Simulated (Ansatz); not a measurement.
Reaction (substitution at a C–I bond): `[SiH3]/C=C/I` + H₂S → `[SiH3]/C=C\S` + HI

Calculated with Ansatz (gas phase, PBE0-D4/def2-TZVP geometries, no zero-point term in ΔE). CBS: MP2 limit from def2 TZ/QZ plus the TZ coupled-cluster correction, frozen cores. This one scheme is used for every species. Double bonds are as drawn, so ΔE can hold a change between cis and trans. def2 core potentials past Kr. For I outer-core shells are correlated without core-valence functions, which leaves a few kJ/mol of doubt a bond. One conformer a species, not always the lowest.

```tsv
level	ΔE (kcal/mol)
HF/def2-TZVPP	0.8
MP2/CBS(def2)	1.7
```

What does CCSD(T)/CBS give? (An estimate is asked.)

Ansatz gave: +1.1 kcal/mol. The listed levels differ from it by -0.3, 0.6 kcal/mol.

Largest T1 diagnostic among the species: 0.013.
